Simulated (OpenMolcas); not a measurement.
**C, Si, Ge, Sn, Pb: ns² np² down the group**

| Property | Result |
| --- | --- |
| Program | OpenMolcas |
| Method | CASSCF |
| Basis | ANO-RCC-VQZP |
| Scalar Hamiltonian | DKH2, point nucleus |
| Spin-orbit coupling | RASSI with atomic mean-field integrals over the reference wave functions, term energies averaged over their components |

Active space for each ion: 4 electrons in 4 orbitals (s p).

Computed levels in cm-1 above ³P₀:

```
                               Level      C     Si     Ge     Sn     Pb
                                 ³P₁   15.1   66.3    485   1469   6654
                                 ³P₂   45.1    194   1258   3184  10277
                                 ¹D₂  12734   8841   9496  10480  20329
                                 ¹S₀  21129  15555  16960  17488  28564
weight of ³P in the lowest level (%)    100    100    100     97     88
```

Mixed levels, with the weight of the term that names them: Pb ³P₂ (71 %), Pb ¹D₂ (71 %).

Measured, with the error of the calculation in %. Measured levels: C, Si, Ge, Sn, Pb from NIST Handbook of Basic Atomic Spectroscopic Data.

```json
{"Level": "³P₁", "C": "16.4 (-8.1)", "Si": "77.1 (-14.0)", "Ge": "557 (-12.9)", "Sn": "1692 (-13.2)", "Pb": "7819 (-14.9)"}
{"Level": "³P₂", "C": "43.4 (+3.8)", "Si": "223 (-13.2)", "Ge": "1410 (-10.8)", "Sn": "3428 (-7.1)", "Pb": "10650 (-3.5)"}
{"Level": "¹D₂", "C": "10193 (+24.9)", "Si": "6299 (+40.4)", "Ge": "7125 (+33.3)", "Sn": "8613 (+21.7)", "Pb": "21458 (-5.3)"}
{"Level": "¹S₀", "C": "21648 (-2.4)", "Si": "15394 (+1.0)", "Ge": "16367 (+3.6)", "Sn": "17162 (+1.9)", "Pb": "29467 (-3.1)"}
```

The fine-structure level ³P₂ changes by a factor of 228 from C to Pb.

Without spin-orbit coupling ¹D lies 12704, 8710, 8566, 7740, 7491 cm-1 above ³P in that order; the difference to the level ¹D₂, of either sign, comes from spin-orbit coupling, which also lowers the zero.

Without dynamic correlation excited terms often stand tens of per cent too high (terms of higher spin than the ground term too low), and those without a measured partner can miss by more than the paired ones (holds for C; Si; Ge). Some high roots are left out of the spin-orbit mixing, which shifts the levels that they would mix with (holds for Pb). Computed and measured levels are paired by configuration, term and J; levels that our copy of the source lacks, or whose pairing is in doubt (as where it misses far off the trend of its configuration), stay unpaired and out of the deviations. Where the source uses jj or jK labels, the order within each J decides. Levels of configurations outside the active space are missing.
